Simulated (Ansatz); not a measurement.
Steps of a relaxation of CH6BFSi (`FBC[SiH3]`) with RKS PBE0-D4/def2-TZVP.

```sh
$ ansatz run in.yaml --threads 2 --pin off --events-out ev --progress --plain --max-ram 4352MiB
```

```yaml
crystal:
  periodic: [false, false, false]
  atoms:
    - {symbol: F, position_ang: [-2.006677, 1.373753, -0.448672]}
    - {symbol: B, position_ang: [-0.923695, 0.777683, -0.964256]}
    - {symbol: C, position_ang: [0.387187, 0.686533, -0.134494]}
    - {symbol: Si, position_ang: [0.464547, -0.997691, 0.760659]}
    - {symbol: H, position_ang: [-1.055569, 0.290440, -2.077434]}
    - {symbol: H, position_ang: [1.283668, 0.709859, -0.789575]}
    - {symbol: H, position_ang: [0.465894, 1.474260, 0.643558]}
    - {symbol: H, position_ang: [0.382382, -2.123954, -0.234167]}
    - {symbol: H, position_ang: [-0.676293, -1.127820, 1.732488]}
    - {symbol: H, position_ang: [1.761656, -1.114262, 1.514895]}
basis:
  gaussian: {orbitals: def2-TZVP}
hamiltonian: {xc: pbe0, dispersion: d4}
relax: {f_tol: 0.005, max_steps: 150}
```

Positions (Å) and forces (eV/Å) along the path, 9 of 9 steps:

```xyz
10
step=1 energy=-12400.9895 eV
F    -2.007    1.374   -0.449    0.424   -0.227   -0.171
B    -0.924    0.778   -0.964   -0.180    0.031   -0.111
C     0.387    0.687   -0.134    0.157    0.054    0.042
Si    0.465   -0.998    0.761    0.021   -0.002    0.030
H    -1.056    0.290   -2.077    0.056    0.194    0.446
H     1.284    0.710   -0.790   -0.417   -0.003    0.307
H     0.466    1.474    0.644   -0.037   -0.367   -0.364
H     0.382   -2.124   -0.234    0.016    0.252    0.211
H    -0.676   -1.128    1.732    0.245    0.032   -0.217
H     1.762   -1.114    1.515   -0.286    0.035   -0.172
10
step=2 energy=-12401.0186 eV
F    -1.995    1.364   -0.444    0.162   -0.065   -0.073
B    -0.917    0.777   -0.964   -0.105   -0.031    0.025
C     0.384    0.677   -0.135    0.057   -0.016    0.024
Si    0.463   -0.994    0.759   -0.008    0.072   -0.044
H    -1.049    0.297   -2.063    0.025    0.078    0.111
H     1.273    0.702   -0.781   -0.115   -0.004    0.088
H     0.462    1.457    0.635   -0.014   -0.095   -0.102
H     0.382   -2.108   -0.227    0.007    0.048    0.055
H    -0.668   -1.121    1.720    0.060    0.004   -0.047
H     1.749   -1.104    1.504   -0.068    0.008   -0.039
10
step=3 energy=-12401.0187 eV
F    -1.985    1.377   -0.450   -0.010   -0.081    0.029
B    -0.922    0.761   -0.956    0.051    0.267   -0.097
C     0.380    0.670   -0.134   -0.032   -0.114    0.048
Si    0.464   -0.992    0.758    0.025    0.029   -0.002
H    -1.044    0.312   -2.062   -0.026   -0.085    0.018
H     1.263    0.696   -0.779    0.009   -0.003   -0.029
H     0.455    1.449    0.629   -0.014    0.016    0.014
H     0.388   -2.106   -0.221   -0.003   -0.017   -0.011
H    -0.662   -1.122    1.717   -0.019   -0.005    0.016
H     1.746   -1.096    1.501    0.018   -0.005    0.016
10
step=4 energy=-12401.0216 eV
F    -1.989    1.361   -0.442    0.021   -0.005   -0.009
B    -0.916    0.775   -0.963   -0.040    0.003    0.023
C     0.381    0.671   -0.136   -0.002   -0.027   -0.001
Si    0.463   -0.991    0.757   -0.004    0.021   -0.008
H    -1.045    0.310   -2.062    0.003    0.003   -0.019
H     1.266    0.696   -0.779    0.019    0.002   -0.013
H     0.458    1.448    0.630    0.000    0.019    0.018
H     0.385   -2.106   -0.221    0.000   -0.013   -0.009
H    -0.663   -1.119    1.717   -0.013   -0.002    0.010
H     1.744   -1.097    1.501    0.015    0.000    0.008
10
step=5 energy=-12401.0216 eV
F    -1.987    1.362   -0.438   -0.009    0.002   -0.016
B    -0.918    0.776   -0.965    0.015   -0.011    0.045
C     0.381    0.668   -0.138   -0.025   -0.012   -0.010
Si    0.463   -0.992    0.758    0.001    0.021   -0.014
H    -1.046    0.316   -2.065   -0.008    0.007   -0.018
H     1.266    0.694   -0.780    0.020    0.000   -0.014
H     0.456    1.445    0.628    0.005    0.017    0.014
H     0.389   -2.109   -0.218    0.000   -0.017   -0.007
H    -0.664   -1.120    1.717   -0.013   -0.002    0.010
H     1.743   -1.092    1.503    0.014   -0.005    0.010
10
step=6 energy=-12401.0217 eV
F    -1.988    1.363   -0.439   -0.003   -0.003   -0.007
B    -0.918    0.776   -0.964    0.009    0.002    0.013
C     0.381    0.668   -0.137   -0.005   -0.008   -0.002
Si    0.463   -0.991    0.758    0.001    0.005   -0.002
H    -1.047    0.316   -2.065   -0.004    0.004   -0.002
H     1.266    0.694   -0.780    0.001    0.001   -0.002
H     0.457    1.447    0.628    0.002    0.001    0.000
H     0.389   -2.110   -0.218    0.000   -0.002   -0.001
H    -0.665   -1.120    1.716   -0.002    0.001    0.001
H     1.744   -1.094    1.504    0.001    0.000    0.002
10
step=7 energy=-12401.0218 eV
F    -1.990    1.358   -0.435   -0.002    0.001    0.000
B    -0.919    0.776   -0.963    0.013    0.000    0.012
C     0.382    0.668   -0.139   -0.005   -0.012    0.000
Si    0.463   -0.991    0.759   -0.005    0.008   -0.001
H    -1.048    0.323   -2.067   -0.003   -0.001   -0.009
H     1.267    0.691   -0.783   -0.001    0.005   -0.007
H     0.460    1.447    0.625    0.001    0.000    0.004
H     0.393   -2.111   -0.216    0.001   -0.002   -0.002
H    -0.667   -1.120    1.714   -0.003    0.000    0.002
H     1.742   -1.091    1.509    0.004    0.001    0.001
10
step=8 energy=-12401.0218 eV
F    -1.990    1.357   -0.433   -0.002    0.001    0.001
B    -0.919    0.776   -0.963    0.006    0.000    0.001
C     0.382    0.667   -0.140    0.001   -0.004    0.001
Si    0.463   -0.991    0.759    0.000    0.002   -0.001
H    -1.048    0.326   -2.068   -0.001   -0.001   -0.003
H     1.266    0.690   -0.784   -0.003    0.002   -0.002
H     0.461    1.446    0.625    0.000   -0.001    0.001
H     0.394   -2.112   -0.216    0.000    0.000    0.001
H    -0.668   -1.120    1.713    0.000    0.000   -0.001
H     1.742   -1.090    1.510    0.000    0.000    0.000
10
step=9 energy=-12401.0218 eV
F    -1.990    1.356   -0.432   -0.002    0.001    0.000
B    -0.919    0.777   -0.963    0.001   -0.001   -0.003
C     0.382    0.666   -0.141    0.003    0.000    0.000
Si    0.463   -0.991    0.759   -0.001   -0.002    0.002
H    -1.049    0.328   -2.069    0.000    0.001    0.002
H     1.266    0.690   -0.786   -0.001    0.000    0.000
H     0.461    1.445    0.624    0.000   -0.001   -0.001
H     0.395   -2.113   -0.214    0.001    0.001    0.000
H    -0.669   -1.120    1.713    0.000    0.001    0.000
H     1.741   -1.089    1.511   -0.001    0.000   -0.001
```

It took 38 s on 2 threads of an Arm Neoverse V1 on a shared host, with 0.34 GiB of host memory at the peak.
